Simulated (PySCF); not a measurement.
C8H11BO.
SMILES: `C=CCB(C)c1ccco1`

Torsions of this conformer, `[CH2:1]=[CH:2][CH2:3][B:4]([CH3:5])[c:6]1[cH:7][cH:8][cH:9][o:10]1`: C1–C2–C3–B4 -91°, C2–C3–B4–C5 -83°, C3–B4–C6–C7 -174°.

The closed-shell ground state was solved at several levels (PySCF, density fitting, gas phase, non-relativistic). The structure is a single PBE0-D3(BJ)/def2-SVP conformer in the gas phase; no vibrational or solvent corrections.

```csv
level,basis functions,total energy (Eh),HOMO (eV),LUMO (eV),gap (eV),dipole (D)
CAM-B3LYP/def2-SVPD,291,-411.0143,-8.02,-0.31,7.71,1.27
PBE0/pcSseg-1,225,-410.9789,-6.77,-1.35,5.42,1.32
```

(1) Estimate the row for CAM-B3LYP/pcSseg-1, a basis of 225 functions; the other rows only guide the guess.

(2) Over all these levels, which gives the widest orbital gap and which the narrowest?

(3) How far do the dipole and the HOMO energy spread over the levels?

Results:

(1) Total energy -411.2523 Eh, HOMO -8.00 eV, LUMO -0.25 eV, gap 7.75 eV, dipole 1.29 D.

(2) CAM-B3LYP/pcSseg-1 (range-separated hybrid) has the widest, 7.75 eV, and PBE0/pcSseg-1 (global hybrid, 25 % exact exchange) the narrowest, 5.42 eV. The two share the basis. From the narrowest to the widest the HOMO moves by -1.23 eV and the LUMO by +1.10 eV.

(3) The dipole runs from 1.27 to 1.32 D (mean 1.29 D) and the HOMO from -8.02 to -6.77 eV.
